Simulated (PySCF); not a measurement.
A PySCF script (with the pyscf-properties extension) for the NMR shieldings of `O[SiH2][Si]1(O[SiH3])SCCS1`, C₂H₁₀O₂S₂Si₃, on a GFN2-xTB geometry:

```python
import basis_set_exchange as bse
import numpy as np
from pyscf import gto, dft
from pyscf.prop import nmr

atoms = """
O    -2.878814   -0.963710   -0.826147
Si   -1.632580   -1.892129   -0.360786
Si   -0.110660   -0.245477    0.086716
O    -0.804579    1.160006    0.469493
Si   -1.874615    2.378520    0.283282
S     1.237141   -0.649707    1.729850
C     2.736501   -0.733602    0.701464
C     2.729833    0.346490   -0.352466
S     1.327693    0.112986   -1.490086
H    -3.715327   -1.316114   -1.120081
H    -2.015254   -2.700206    0.801799
H    -1.269106   -2.820988   -1.436858
H    -1.638058    3.202971    1.464421
H    -1.541052    3.054149   -0.968916
H    -3.200290    1.769879    0.248222
H     3.582084   -0.609505    1.377863
H     2.781887   -1.723035    0.244830
H     2.641124    1.335247    0.099029
H     3.634269    0.303478   -0.959090
"""
names = dict.fromkeys(["O", "Si", "S", "C", "H"], "pcSseg-1")
basis = {el: gto.basis.parse(bse.get_basis(n, elements=[el], fmt="nwchem")) for el, n in names.items()}
mol = gto.M(atom=atoms, basis=basis, charge=0, verbose=0)
mf = dft.RKS(mol, xc="PBE0")
mf.grids.level = 2
mf.grids.alignment = dft.numint.BLKSIZE   # the property module wants whole blocks of grid points
mf.conv_tol = 1e-9
mf.kernel()

calc = nmr.RKS(mf)   # GIAO
C = mf.mo_coeff
Co = C[:, mf.mo_occ > 0]
resp = mf.gen_response(singlet=True, hermi=2)
def vind(x):   # induced exchange potential for any number of trial vectors
    d = np.einsum("pi,xij,qj->xpq", C, 2 * x.reshape(-1, C.shape[1], Co.shape[1]), Co, optimize=True)
    return np.einsum("xpq,pi,qj->xij", resp(d - d.transpose(0, 2, 1)), C, Co, optimize=True).ravel()
mo1, _ = nmr.rhf.solve_mo1(calc, with_cphf=vind)
sigma = calc.kernel(mo1)
for i, s in enumerate(sigma):   # ppm
    print("%2d %-2s %9.2f" % (i, mol.atom_pure_symbol(i), np.trace(s) / 3))
```

Task: Give the expected output.

Result: 
```
 0 O     336.28
 1 Si    378.94
 2 Si    325.83
 3 O     265.12
 4 Si    390.40
 5 S     562.58
 6 C     143.36
 7 C     147.23
 8 S     542.96
 9 H      31.06
10 H      26.21
11 H      26.34
12 H      26.59
13 H      26.49
14 H      26.33
15 H      28.63
16 H      29.23
17 H      28.87
18 H      28.67
```

These numbers come from an equivalent density-fitted implementation of the same equations, which agrees with the script to about 0.01 ppm for H and up to a few tenths of a ppm for heavy atoms, so last digits may differ.

Task: Turn these shieldings into chemical shifts. Shifts are taken against calculated references (same method and geometry level): H2O for 17O (σ = 336.08 ppm); TMS for 29Si (σ = 349.16 ppm) and 13C (σ = 186.93 ppm) and 1H (σ = 31.72 ppm); 33S (σ = 503.73 ppm) against CS2.

Result: Averaging equivalent atoms: O 3: 71.0; O 0: -0.2; Si 2: 23.3; Si 1: -29.8; Si 4: -41.2; S 5/8: -49; C 6/7: 41.6; H 10/11: 5.44; H 12/13/14: 5.24; H 15/17: 2.97; H 16/18: 2.76; H 9: 0.66 ppm. Experimental scales use liquid or dissolved standards, which lie at an offset from isolated H2O (liquid H2O: subtract about 36 ppm).

Size and cost of the density-fitted run: 238 basis functions, 37 s wall time on 1 thread of an AMD EPYC 9R45 96-Core, shared host; peak memory 1.1 GiB.
